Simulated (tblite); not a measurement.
Input of a run (GFN2-xTB geometry optimisation, gas phase (tblite 0.8.0)), started from a force field or distance geometry:
```
{"job": {"kind": "relax", "xc": "GFN2-xTB", "basis": "xTB"}, "charge": 0, "multiplicity": 1}
C      3.128300    -0.662500    -0.204700
C      2.158900     0.424000    -0.560600
S      2.732500     1.700700    -1.384700
C      0.730200     0.342900    -0.156300
C      0.502900    -0.779900     0.521200
Si    -1.101800    -1.336200     1.212600
C     -2.536600    -0.768900     0.185300
C     -2.443300     0.632400    -0.250500
C     -1.475600     1.469000    -0.542800
C     -0.030200     1.495000    -0.581100
H      4.144500    -0.435500    -0.616600
H      2.822000    -1.652400    -0.650300
H      3.223000    -0.828200     0.897000
H      1.311100    -1.478300     0.691100
H     -1.169000    -0.814700     2.587800
H     -1.090400    -2.804900     1.211000
H     -3.411500    -0.794300     0.889900
H     -2.777200    -1.487800    -0.622900
H     -3.462200     1.080000    -0.366900
H     -1.907300     2.465100    -0.840300
H      0.268900     2.328700     0.143800
H      0.372400     1.925100    -1.562800
```

Output (eV, eV/Å):
```
step      E/eV     max force
  0    -765.06125    3.310
  1    -765.40475    1.074
  2    -765.48914    0.794
  3    -765.54875    0.656
  4    -765.58869    0.603
  5    -765.62126    0.420
  6    -765.64405    0.329
  7    -765.65967    0.273
  8    -765.67311    0.274
  9    -765.68362    0.222
 10    -765.69101    0.239
 11    -765.69605    0.170
 12    -765.70117    0.172
 13    -765.70655    0.165
 14    -765.71116    0.152
 15    -765.71465    0.114
 16    -765.71773    0.136
 17    -765.72112    0.136
 18    -765.72494    0.160
 19    -765.72860    0.143
 20    -765.73162    0.102
 21    -765.73418    0.113
 22    -765.73666    0.114
 23    -765.73900    0.114
 24    -765.74086    0.083
 25    -765.74220    0.068
 26    -765.74330    0.064
 27    -765.74443    0.075
 28    -765.74567    0.072
 29    -765.74709    0.080
 30    -765.74880    0.096
 31    -765.75104    0.114
 32    -765.75386    0.129
 33    -765.75694    0.125
 34    -765.75995    0.139
 35    -765.76287    0.135
 36    -765.76599    0.139
 37    -765.76940    0.129
 38    -765.77282    0.128
 39    -765.77609    0.135
 40    -765.77938    0.136
 41    -765.78292    0.158
 42    -765.78679    0.143
 43    -765.79098    0.144
 44    -765.79489    0.152
 45    -765.79722    0.248
 46    -765.80082    0.169
 47    -765.80310    0.072
 48    -765.80444    0.078
 49    -765.80559    0.076
 50    -765.80688    0.087
 51    -765.80831    0.082
 52    -765.80992    0.077
 53    -765.81166    0.104
 54    -765.81336    0.097
 55    -765.81501    0.106
 56    -765.81667    0.091
 57    -765.81868    0.077
 58    -765.82074    0.091
 59    -765.82246    0.080
 60    -765.82380    0.086
 61    -765.82501    0.076
 62    -765.82623    0.077
 63    -765.82746    0.078
 64    -765.82850    0.079
 65    -765.82937    0.067
 66    -765.83026    0.069
 67    -765.83141    0.085
 68    -765.83279    0.075
 69    -765.83421    0.079
 70    -765.83549    0.079
 71    -765.83683    0.071
 72    -765.83812    0.067
 73    -765.83936    0.077
 74    -765.84044    0.076
 75    -765.84159    0.074
 76    -765.84263    0.056
 77    -765.84339    0.049
 78    -765.84393    0.049
 79    -765.84443    0.045
 80    -765.84492    0.049
 81    -765.84535    0.040
 82    -765.84568    0.038
 83    -765.84603    0.040
 84    -765.84652    0.059
 85    -765.84707    0.059
 86    -765.84750    0.040
 87    -765.84777    0.033
 88    -765.84804    0.031
 89    -765.84842    0.055
 90    -765.84891    0.061
 91    -765.84936    0.038
 92    -765.84965    0.039
 93    -765.84987    0.044
 94    -765.85021    0.051
 95    -765.85082    0.071
 96    -765.85180    0.077
 97    -765.85300    0.071
 98    -765.85417    0.081
 99    -765.85533    0.082
100    -765.85658    0.089
101    -765.85850    0.081
102    -765.86105    0.120
103    -765.86314    0.139
104    -765.86417    0.171
105    -765.86774    0.101
106    -765.87136    0.113
107    -765.87467    0.253
108    -765.87829    0.147
109    -765.88132    0.127
110    -765.88767    0.261
111    -765.89130    0.144
112    -765.89397    0.128
113    -765.89833    0.198
114    -765.90184    0.190
115    -765.90862    0.190
116    -765.91369    0.231
117    -765.92059    0.211
118    -765.92752    0.393
119    -765.93220    0.205
120    -765.94136    0.248
121    -765.95074    0.411
122    -765.95888    0.224
123    -765.96862    0.295
124    -765.97750    0.189
125    -765.98429    0.180
126    -765.99001    0.193
127    -765.99608    0.223
128    -765.99877    0.261
129    -766.00463    0.186
130    -766.01022    0.177
131    -766.01485    0.155
132    -766.02000    0.172
133    -766.02461    0.153
134    -766.02998    0.200
135    -766.03281    0.190
136    -766.02965    0.352
137    -766.03812    0.125
138    -766.03969    0.108
139    -766.04285    0.084
140    -766.04409    0.086
141    -766.04600    0.092
142    -766.04703    0.100
143    -766.04788    0.074
144    -766.04870    0.065
145    -766.04947    0.050
146    -766.05004    0.050
147    -766.05056    0.041
148    -766.05097    0.042
149    -766.05132    0.042
150    -766.05163    0.036
151    -766.05190    0.035
152    -766.05214    0.034
153    -766.05242    0.038
154    -766.05275    0.036
155    -766.05306    0.033
156    -766.05332    0.039
157    -766.05363    0.049
158    -766.05411    0.060
159    -766.05486    0.070
160    -766.05584    0.075
161    -766.05698    0.079
162    -766.05836    0.076
163    -766.06010    0.105
164    -766.06212    0.135
165    -766.06434    0.104
166    -766.06611    0.164
167    -766.06703    0.142
168    -766.06943    0.097
169    -766.07135    0.117
170    -766.07406    0.097
171    -766.07637    0.197
172    -766.07946    0.119
173    -766.08234    0.143
174    -766.08484    0.109
175    -766.08750    0.093
176    -766.08889    0.111
177    -766.09007    0.102
178    -766.09092    0.066
179    -766.09173    0.053
180    -766.09242    0.050
181    -766.09311    0.056
182    -766.09378    0.051
183    -766.09426    0.040
184    -766.09455    0.037
185    -766.09474    0.034
186    -766.09496    0.032
187    -766.09519    0.028
188    -766.09539    0.023
189    -766.09552    0.022
190    -766.09560    0.029
191    -766.09566    0.024
192    -766.09571    0.018
193    -766.09576    0.014
194    -766.09580    0.010
```

Question: Summarise the run.

Answer: The energy falls by 99.8 kJ/mol over 194 L-BFGS steps, the largest force on an atom goes from 3.31 to 0.010 eV/Å, and the atoms move by 0.971 Å rms after alignment. The bond that changes most is C4–C10 (fully substituted alkene carbon to allylic carbon), which lengthens by 0.066 Å. Bonds longer at the end by more than 0.005 Å: 8 of 22; shorter: 10. Among the angles that change most is C5–C4–C10, from 137.1° to 120.9°. Among the dihedrals that turn most is C2–C4–C10–H22, from 32° to 130°. The energy rose by more than 1e-5 eV at step 136. The first step brought 33 % of the lowering.

Question: What are the final bond lengths?

Answer: C1–C2 1.495 Å, C2=S3 1.640 Å, C2–C4 1.453 Å, C4=C5 1.346 Å, C5–Si6 1.883 Å, Si6–C7 1.909 Å, C7–C8 1.494 Å, C8=C9 1.325 Å, C9–C10 1.502 Å, C4–C10 1.510 Å, C1–H11 1.087 Å, C1–H12 1.089 Å, C1–H13 1.091 Å, C5–H14 1.082 Å, Si6–H15 1.469 Å, Si6–H16 1.470 Å, C7–H17 1.089 Å, C7–H18 1.093 Å, C8–H19 1.081 Å, C9–H20 1.080 Å, C10–H21 1.090 Å, C10–H22 1.092 Å. Numbering counts from 1 in the input's order; the species is `C1=CC[SiH2]C=C(C(=S)C)C1`.

On an Arm Neoverse V2 with one thread, shared host, this took 1.9 s.

Its GFN2-xTB frequencies are all real (lowest 33 cm⁻¹). One conformer, not necessarily the lowest.

The numbers are calculated, not measured.
